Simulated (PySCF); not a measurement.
# Identify the compound

Molecular formula: C₆H₁₁FO₂Si. Simulated spectra:

¹H NMR (400 MHz, computed): δ 4.00 (s, 3H), 3.51 (s, 3H), 1.59 (s, 3H), 1.30 (m, 1H), 1.28 (m, 1H).

¹³C{¹H} NMR (computed): δ 173.8 (C), 73.6 (C), 56.6 (CH3), 28.0 (CH2), 23.4 (C), 15.0 (CH3).

[PySCF 2.14: shielding tensors at PBE0/pcSseg-1 (GIAO); geometry from GFN2-xTB; non-relativistic; in vacuum; rapidly exchanging positions averaged; a single conformation]

Referencing at the same level of theory: TMS for ¹H (σ = 31.72 ppm) and ¹³C (σ = 186.93 ppm).

Task: What is the structure?

Result: 
- The formula gives 2 degrees of unsaturation (1 ring in the answer).
- 6 carbon signals for 6 carbons: no two carbons are equivalent.
- Carbon types of the structure: 3 × C, 1 × CH2, 2 × CH3, leaving 3 H on heteroatoms.
- δC 173.8: carbonyl carbon.
- δC 73.6, 28.0, 23.4: three-membered-ring carbon.
- δC 56.6: methyl carbon bonded to O; the inductive effect lowers its shielding.
- δC 15.0: methyl carbon; aliphatic region, no heteroatom directly attached.
- δH 4.00: hydrogen on a silicon bonded to C.
- δH 3.51: hydrogen on a methyl carbon bonded to O; its carbon carries O, an electronegative neighbour.
- δH 1.30, 1.28: hydrogen on a three-membered-ring carbon; cyclopropane-type protons are shielded by the ring.

These data were computed for `CO[C@@]1(C)C[C@]1([SiH3])C(=O)F`.

The data come from this structure; uniqueness wasn't tested.

Splittings by ¹⁹F in the carbon and heteronuclear signals aren't shown, as no couplings were computed. Shifts are as computed. Against solution values, carbons near 30 ppm lie about +3 ppm off and those near 130 ppm about +5 ppm. Of 1211 compounds with measured shifts, 218 miss one by over three times the rms of a fit or turn the order of signals round; such compounds aren't used in these exercises. Multiplicities follow the n + 1 count of equivalent neighbours, as no J values were calculated; m marks all less simple cases, F and P coupling included.
